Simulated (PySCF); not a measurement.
Spinor energies of Te (tellurium, neutral)

Start: [Kr] 4d10 5s2 5p4; 5p1/2 filled at m_j = -1/2, +1/2; 5p3/2 filled at m_j = +1/2, +3/2. Calculated with PySCF 2.14 in x2c-QZVPPall-2c (13s13p9d4f1g, 134 functions): generalised Hartree-Fock with the X2C-1e Hamiltonian and a Gaussian nucleus; one run each with spin-orbit coupling (SO) switched off, then screened by Boettger's factors.

```csv
spinor shell,electrons,"ε, spin-free (eV)","ε, screened SO (eV)",weight of nominal j (screened SO),"rms radius, screened SO (bohr)"
1s1/2,2,-31973.4,-31970.2,1.000,0.0318
2s1/2,2,-5000.7,-4999.7,1.000,0.130
2p1/2,2,-4481.9,-4672.7,1.000,0.112
3s1/2,2,-1037.0,-1036.6,1.000,0.343
3p1/2,2,-864.25,-900.76,1.000,0.335
3p3/2,4,-864.25,-847.41,1.000,0.347
3d3/2,4,-603.76,-610.07,1.000,0.320
3d5/2,6,-603.76,-599.06,1.000,0.323
4s1/2,2,-193.45,-193.23,1.000,0.814
4p1/2,2,-137.38,-144.34,1.000,0.858
4p3/2,4,-137.38,-133.98,1.000,0.887
4d3/2,4,-53.171,-54.006,0.996,1.04
4d5/2,6,-53.171,-52.326,0.997,1.05
5s1/2,2,-20.337,-20.265,0.999,2.29
5p3/2,2,-9.802,-10.157,0.781,2.85
5p1/2,2,-9.802,-9.519,0.718,2.85
```

(1) Where does 2p3/2 lie, and what is the 2p spin-orbit splitting (screened SO)?

| quantity | spin-free | screened SO |
| --- | --- | --- |
| E (hartree) | -6790.04678 | -6791.96047 |
| M_J | 2 | 2 |
| ⟨J²⟩ | 6.019 | 6.033 |
| ⟨L²⟩ | 2.013 | 2.291 |
| ⟨S²⟩ | 2.006 | 1.903 |

Each row is a mean over spinors that exchange with the open shell spreads, by up to 4.172 eV (5s1/2).

Rows whose weight is well below 1 are mixtures of j = l ± 1/2: exchange outweighs spin-orbit coupling there, and the label is only the starting occupation.

Breit and QED terms are absent; they matter most for the inner s and p1/2 levels.

Densities and radii are taken from the X2C orbitals without a picture-change correction, which distorts them close to the nucleus.

Without spin-orbit coupling the j labels of p, d and f shells carry no meaning; the spin-free column gives the mean over the occupied spinors of each nl shell.

Results:

(1) At -4395.4 eV, 277.28 eV above 2p1/2.
